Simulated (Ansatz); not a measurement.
H12O6Zn, charge +2, singlet, at a GFN2-xTB geometry (such geometries of metal compounds can be far from the true shape). Base run: Ansatz (a first-principles code) with B3LYP/STO-3G.

Geometry (Å):
```xyz
19

Zn     0.0000     0.0000     0.0000
O     -0.6879     1.6406    -0.9221
H     -1.4927     1.7078    -1.4499
H     -0.2774     2.5136    -0.9228
O      1.5706     1.0414     0.6812
H      1.6193     1.5290     1.5122
H      2.4218     1.1507     0.2405
O      1.0370    -0.4889    -1.6435
H      1.6003    -1.2637    -1.7575
H      1.0679     0.0058    -2.4711
O     -1.0370     0.4889     1.6435
H     -1.6003     1.2637     1.7575
H     -1.0679    -0.0058     2.4711
O     -1.5706    -1.0414    -0.6812
H     -1.6193    -1.5290    -1.5122
H     -2.4218    -1.1507    -0.2405
O      0.6879    -1.6406     0.9221
H      0.2774    -2.5136     0.9228
H      1.4927    -1.7078     1.4499
```
Charge +2, spin multiplicity 1.
All else is at Ansatz's defaults.

Variants of this job, named by their change:

```tsv
change	basis functions	E (Eh)	core-seconds (rough)
base	60	-2210.26055	20
basis = 6-31G	…	…	6
basis = def2-SV(P)	132	-2236.83914	6
basis = 6-31G*	…	…	9
basis = pcseg-1	175	-2237.25860	8
basis = pc-1	175	-2237.38666	7
basis = def2-SVP	175	…	8
basis = 6-31G**	…	…	8
basis = cc-pVDZ	187	-2237.61166	10
basis = def2-SVPD	268	-2237.01609	20
basis = aug-pcseg-1	293	-2237.31041	20
basis = aug-cc-pVDZ	305	-2237.67245	20
basis = def2-TZVP	306	-2237.75499	20
```

Some entries are withheld; supply them.


- basis = 6-31G, basis functions: 107
- basis = 6-31G, E (Eh): -2237.09772
- basis = 6-31G*, basis functions: 150
- basis = 6-31G*, E (Eh): -2237.18326
- basis = def2-SVP, E (Eh): -2236.94618
- basis = 6-31G**, basis functions: 186
- basis = 6-31G**, E (Eh): -2237.24907

Totals compare only among sets that treat the same electrons; sets with core potentials leave the core out.
